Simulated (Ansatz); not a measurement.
Program: Ansatz. Geometries: PBE0-D4/def2-TZVP. ΔE: electronic, gas phase. CCSD(T)/CBS adds triple-zeta CCSD(T) − MP2 to the extrapolated MP2 energy (def2 sets, frozen cores). This one scheme is used for every species. DFT in def2-TZVPP. For Ge outer-core shells are correlated without core-valence functions, which leaves a few kJ/mol of doubt a bond. Scalar relativity is left out up to krypton.

Reaction (germylene formation by 1,1-elimination): `[CH3][Ge]([F])([F])[SiH3]` → `[F][Ge][F]` + `C[SiH3]`

CCSD(T)/CBS gives +54.7 kJ/mol.

**Question.** Another level gave +64.2 kJ/mol. Which?
A. PBE-D4/def2-TZVPP
B. PBE0-D4/def2-TZVPP
C. ωB97X-V/def2-TZVPP
D. ωB97M-V/def2-TZVPP

**Answer.** B. PBE0-D4 64.2, ωB97M-V 40.2, ωB97X-V 58.3, PBE-D4 47.7 kJ/mol.

Largest T1 diagnostic among the species: 0.015.

In def2-TZVPP, CCSD(T) changes the Hartree–Fock value by +20.9 kJ/mol (the triples alone add +1.4 kJ/mol) and MP2 by +24.9 kJ/mol. From PBE to PBE0 (25 % exact exchange), in def2-TZVPP and without D4, ΔE moves by +17.3 kJ/mol.
